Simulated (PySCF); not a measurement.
## Computed properties of Zn(F)(SMe) (CH₃FSZn), SMILES C[S][Zn][F]

Zn(F)(SMe) (CH3FSZn), SMILES C[S][Zn][F]. Coordinates come from a B3LYP-D3(BJ)/def2-SVP optimisation. The structure was generated by enumeration; whether it is a known compound was not checked. Other conformers were not sampled. All values are computed for the isolated molecule unless a solvent is named; none is compared with measurement here.

**Structure.** The optimised structure has Cs symmetry. All 15 harmonic modes at B3LYP-D3(BJ)/def2-SVP (PySCF) are real, so it is a minimum. With heavy atoms numbered as in [Zn:1]([F:2])[S:3][CH3:4], the shortest bond between them is Zn1–F2 at 1.749 Å and the longest Zn1–S3 at 2.172 Å.

**Vibrations.** The strongest infrared lines (harmonic, unscaled, degenerate partners summed) lie at 696 cm⁻¹ (73 km/mol, F 58 %, Zn 24 %, C 10 %), 3045 cm⁻¹ (24 km/mol, H 98 %), 1337 cm⁻¹ (15 km/mol, H 87 %, C 13 %). The softest mode is at 87 cm⁻¹ and the zero-point energy is 25.5 kcal/mol.

**Electronic structure.** r2SCAN/def2-TZVP (PySCF) places the frontier levels at -6.19 and -1.94 eV, a gap of 4.25 eV, and gives a dipole moment of 2.50 D and a mean polarisability of 54.5 bohr³. PBE/def2-TZVP (PySCF) at the same geometry gives -5.95 and -2.22 eV, so its gap is 0.52 eV narrower. An orbital gap is neither the optical nor the fundamental gap.

**Excitations.** TDA-CAM-B3LYP/def2-SVPD (PySCF) has S1 at 4.47 eV (277 nm, f = 0.017, weak); the most intense of the 10 singlets computed lies at 6.81 eV (f = 0.28). T1 (TDA) is at 4.11 eV, 0.36 eV under S1. TDA-PBE/def2-SVPD (PySCF) puts S1 at 3.86 eV. No vertical singlet excitation falls in the visible range (under 3.1 eV).

**NMR.** GIAO shifts at HF/pcSseg-1 (PySCF) (non-relativistic, atoms alike by connectivity averaged): ¹³C at 11.2 ppm against TMS; ¹H at 2.3 ppm against TMS; ¹⁹F at -225.3 ppm against CFCl3.
